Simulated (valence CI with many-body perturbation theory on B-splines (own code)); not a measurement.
# Which ion has this spectrum?

A relativistic CI+MBPT calculation for an atom or ion with 14 electrons gives these levels (eV):

| J | Parity | E | g |
| --- | --- | --- | --- |
| 0 | even | 0.00 |  |
| 1 | even | 158.30 | 1.49 |
| 2 | even | 166.07 | 1.17 |
| 2 | odd | 288.49 | 1.56 |
| 1 | odd | 312.14 | 1.02 |
| 2 | even | 330.05 | 1.31 |
| 2 | odd | 337.84 | 0.76 |
| 0 | even | 346.84 |  |
| 1 | odd | 371.65 | 0.88 |
| 2 | odd | 389.42 | 1.32 |
| 3 | odd | 390.61 | 1.12 |
| 2 | odd | 444.15 | 1.49 |
| 3 | odd | 457.03 | 1.31 |
| 0 | odd | 466.76 |  |

The energies are calculated, and their last digits are not significant.

(1) Which is it?
A. Pm47+
B. Eu49+
C. Sm48+
D. Tb51+

Answers

(1) B. Eu49+, ground level (3s^2 3p1/2^2) J=0.
